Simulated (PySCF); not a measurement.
**Calculated NMR parameters of COc1c[pH]c(C)c1**

```
Formula                               : C6H9OP
SMILES                                : COc1c[pH]c(C)c1
Point group of the computed structure : C1
Carbon signals                        : 6
Proton signals                        : 5
```

Molfile (atoms numbered from 1):
```
C6H9OP
     RDKit          3D

 17 17  0  0  0  0  0  0  0  0999 V2000
    3.0963    0.0477    0.3901 C   0  0  0  0  0  0  0  0  0  0  0  0
    1.9135    0.8046    0.3064 O   0  0  0  0  0  0  0  0  0  0  0  0
    0.7693    0.1299    0.0511 C   0  0  0  0  0  0  0  0  0  0  0  0
    0.5916   -1.2011   -0.1157 C   0  0  0  0  0  0  0  0  0  0  0  0
   -1.1096   -1.5706   -0.5686 P   0  0  0  0  0  0  0  0  0  0  0  0
   -1.5554    0.1747   -0.2720 C   0  0  0  0  0  0  0  0  0  0  0  0
   -2.9496    0.6875   -0.3981 C   0  0  0  0  0  0  0  0  0  0  0  0
   -0.4533    0.9041   -0.0275 C   0  0  0  0  0  0  0  0  0  0  0  0
    3.3068   -0.4627   -0.5554 H   0  0  0  0  0  0  0  0  0  0  0  0
    3.0367   -0.6951    1.1920 H   0  0  0  0  0  0  0  0  0  0  0  0
    3.8942    0.7550    0.6083 H   0  0  0  0  0  0  0  0  0  0  0  0
    1.3626   -1.9504   -0.1289 H   0  0  0  0  0  0  0  0  0  0  0  0
   -1.5501   -2.0208    0.6816 H   0  0  0  0  0  0  0  0  0  0  0  0
   -3.3362    0.4877   -1.3970 H   0  0  0  0  0  0  0  0  0  0  0  0
   -3.6076    0.1906    0.3144 H   0  0  0  0  0  0  0  0  0  0  0  0
   -2.9808    1.7599   -0.2167 H   0  0  0  0  0  0  0  0  0  0  0  0
   -0.4353    1.9706    0.1261 H   0  0  0  0  0  0  0  0  0  0  0  0
  1  2  1  0
  2  3  1  0
  3  4  2  0
  4  5  1  0
  5  6  1  0
  6  7  1  0
  6  8  2  0
  8  3  1  0
  1  9  1  0
  1 10  1  0
  1 11  1  0
  4 12  1  0
  5 13  1  0
  7 14  1  0
  7 15  1  0
  7 16  1  0
  8 17  1  0
M  END
```

[PySCF 2.14: shielding tensors at PBE0/pcSseg-1 (GIAO); structure optimised with GFN2-xTB; fast rotation and ring inversion assumed for equivalent nuclei; isolated molecule; one computed conformer; non-relativistic]

Scale: 1H, 13C against TMS; 31P vs H3PO4; 17O against H2O (reference shieldings calculated alike).

| carbon | δC, type | δH (multiplicity) | HMBC from (2–3 bonds) | span of the C tensor (ppm) |
| --- | --- | --- | --- | --- |
| C1 | 57.1, CH3 | 3.86 (s) | – | 78 |
| C3 | 173.9, C | – | H17, H13, H12, H9/H10/H11 | 150 |
| C4 | 91.6, CH | 4.66 (m) | H17, H13 | 142 |
| C6 | 159.1, C | – | H17, H13, H12, H14/H15/H16 | 229 |
| C7 | 21.6, CH3 | 2.40 (m) | H17, H13 | 39 |
| C8 | 139.8, CH | 6.74 (m) | H13, H12, H14/H15/H16 | 164 |

Other nuclei:
```json
{"atoms": "H13", "nucleus": "1H", "environment": "hydrogen on a ring phosphorus", "δ (ppm)": "4.97", "σ (ppm)": "26.75"}
{"atoms": "P5", "nucleus": "31P", "environment": "ring phosphorus", "δ (ppm)": "-73.5", "σ (ppm)": "391.9"}
{"atoms": "O2", "nucleus": "17O", "environment": "ether oxygen", "δ (ppm)": "125.4", "σ (ppm)": "210.7"}
```

1. δC 173.9, 159.1: unsaturated ring carbon.
2. δC 139.8, 91.6: unsaturated ring CH.
3. δC 57.1: methyl carbon bonded to O; the inductive effect lowers its shielding.
4. δC 21.6: methyl carbon on an unsaturated ring; saturated and bonded to C and H only.
5. δH 3.86: hydrogen on a methyl carbon bonded to O; its carbon carries O, which withdraws density.

Splittings by 31P in the carbon and heteronuclear signals aren't shown, as no couplings were computed. Shifts are as computed. Against solution values, carbons near 30 ppm lie about +3 ppm off and those near 130 ppm about +5 ppm. Of 1211 compounds with measured shifts, 218 miss one by over three times the rms of a fit or turn the order of signals round; such compounds aren't used in these exercises. Experimental scales use liquid or dissolved standards, which lie at an offset from isolated H2O (liquid H2O: subtract about 36 ppm) and H3PO4. Multiplicities follow the n + 1 count of equivalent neighbours, as no J values were calculated; m marks all less simple cases, F and P coupling included.
